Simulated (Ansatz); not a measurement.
Energy difference 2 R1 → P1, each structure at its B3LYP-D3(BJ)/def2-SVP stationary point, reached from a drawn start (curvature not checked).
P1, C12H12 (SMILES C12C3C4C1C1C4C4C5C3C2C5C14) (charge 0, multiplicity 1, Z-matrix in Å and degrees):
```
C
H 1 1.0988
C 1 1.5562 2 115.25
H 3 1.0988 1 115.25 2 0.00
C 3 1.5561 4 115.25 1 146.48
H 5 1.0988 3 115.25 4 0.00
C 1 1.5562 2 115.25 3 -146.48
H 7 1.0988 1 115.25 2 0.00
C 7 1.5561 8 115.25 1 -146.48
H 9 1.0988 7 115.25 8 0.00
C 9 1.5562 10 115.25 7 -146.48
H 11 1.0988 9 115.25 10 0.00
C 7 1.5633 8 121.44 9 -106.76
H 13 1.0988 7 121.44 8 0.00
C 13 1.5561 14 115.25 7 -106.76
H 15 1.0988 13 115.25 14 0.00
C 15 1.5562 16 115.25 13 146.48
H 17 1.0988 15 115.25 16 0.00
C 13 1.5562 14 115.25 15 -146.48
H 19 1.0988 13 115.25 14 0.00
C 19 1.5562 20 115.25 13 -146.48
H 21 1.0988 19 115.25 20 0.00
C 21 1.5561 22 115.25 19 -146.48
H 23 1.0988 21 115.25 22 0.00
```
R1, C6H6 (SMILES c1ccccc1) (charge 0, multiplicity 1):
```xyz
12

C      0.000     1.398     0.000
C      1.211     0.699     0.000
C      1.211    -0.699     0.000
C      0.000    -1.398     0.000
C     -1.211    -0.699     0.000
C     -1.211     0.699     0.000
H      0.000     2.491     0.000
H      2.157     1.246     0.000
H      2.157    -1.246     0.000
H      0.000    -2.491     0.000
H     -2.157    -1.246     0.000
H     -2.157     1.246     0.000
```

P less R. No zero-point or thermal terms.

Cores are frozen in the correlated methods.

The values were computed with Ansatz (Gaussian orbitals). Each number belongs to the level named beside it.

Total energies in hartree:

```tsv
structure	PBE/def2-TZVPP	B3LYP/def2-TZVPP	CCSD(T)/cc-pVDZ
P1	-463.856689	-464.449239	-462.990215
R1	-232.021582	-232.339279	-231.581880
```

Task: Work out the reaction energy at each level in eV (1 hartree = 27.21139 eV), and say how far PBE/def2-TZVPP lies from CCSD(T)/cc-pVDZ.

Result: 
- PBE/def2-TZVPP: (-463.856689) − 2 × (-232.021582) = 0.186475 hartree = 5.074 eV
- B3LYP/def2-TZVPP: (-464.449239) − 2 × (-232.339279) = 0.229319 hartree = 6.240 eV
- CCSD(T)/cc-pVDZ: (-462.990215) − 2 × (-231.581880) = 0.173545 hartree = 4.722 eV
PBE/def2-TZVPP less CCSD(T)/cc-pVDZ: 0.352 eV. CCSD(T)/cc-pVDZ is the level counted from, the highest shown, and no exact or measured value.

Ansatz is a program for electronic structure.
